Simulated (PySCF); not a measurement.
Structure problem from calculated spectra and properties.

Elements present: C, H, O and Si. Monoisotopic mass: 154.0814 u.

* Rotational structure: rotational constants A, B, C: 1.241, 0.814, 0.684 GHz [PBE0-D3(BJ)/def2-SVP]
* 13C NMR: chemical shifts (computed TMS as zero) by class: 145.4 (3 C), 142.9 (3 C), 61.5 (1 C), 20.8 (1 C) ppm [GIAO B3LYP/pcSseg-1]
* XPS: Si2p3/2 106.4, C1s 289.8 (×3), C1s 290.3 (×3), C1s 290.5, C1s 291.9, O1s 537.3, Si1s 1846.3 eV [ΔSCF SCAN, pcX-2 on the ionised atom, pcseg-1 elsewhere, spin-free X2C, 2p3/2 from a spin–orbit splitting computed afterwards within the 2p shell]
* UV, first state: lowest singlet excitation: 5.64 eV (220 nm, f = 0.016) [TDDFT B3LYP/def2-SVPD]
* Dipole: 0.88 D [B3LYP/def2-SVPD]
* Polarisability: 127.0 au [B3LYP/def2-SVPD]
* UV, strongest line: among the 10 lowest singlet transitions: S7 at 6.22 eV (199 nm, f = 0.033) [TDDFT B3LYP/def2-SVPD]
* NMR, other nuclei: isotropic shieldings of nuclei other than C and H, by class: 285 (1 O), 355 (1 Si) ppm [GIAO B3LYP/pcSseg-1]
* Triplet: lowest triplet excitation (Tamm–Dancoff): 4.24 eV [TDA B3LYP/def2-SVPD]

Gas-phase values; electronic properties from PySCF, density fitting. Levels stand in brackets. NMR shifts are as computed; neighbouring signals can stand in another order in a measured spectrum. One conformer (not necessarily the lowest) at the PBE0-D3(BJ)/def2-SVP geometry, without solvent, vibrations or thermal averaging. NMR classes are plain means over equivalent atoms (diastereotopic ones count apart unless rotation or inversion swaps them), as if these changed places fast.

Problem. Which formula fits the mass and the elements?

Solution. C8H14OSi (calculated 154.0814). No other formula that holds each of these elements comes within 0.0003 u with a fitting electron parity and a possible valence count.

Problem. Propose a structure and show how it fits.

Solution. 8 carbons fall into 4 classes; from least to most shielded: carbon bonded to C and 2 H (145.4 ppm, 3 C, up to 3.6 ppm apart in this geometry), carbon bonded to C, Si and H (142.9 ppm, 3 C, up to 2.4 ppm apart in this geometry), carbon bonded to C, O and 2 H (61.5 ppm), carbon bonded to C and 3 H (20.8 ppm). The other shieldings belong to: 285 ppm, oxygen bonded to C and Si; 355 ppm, silicon bonded to 3 C and O. The core levels belong to: Si2p3/2 106.4 eV, silicon bonded to 3 C and O; C1s 289.8 eV, carbon bonded to C, Si and H; C1s 290.3 eV, carbon bonded to C and 2 H; C1s 290.5 eV, carbon bonded to C and 3 H; C1s 291.9 eV, carbon bonded to C, O and 2 H; O1s 537.3 eV, oxygen bonded to C and Si; Si1s 1846.3 eV, silicon bonded to 3 C and O. One atom of each topological class was ionised and stands for its class. The optimised geometry has point group C1 and is an asymmetric top. Structure: `C=C[Si](C=C)(C=C)OCC` (Si(vinyl)3(OEt)). The assignments are read from this structure; whether some other isomer fits the data as well wasn't checked.
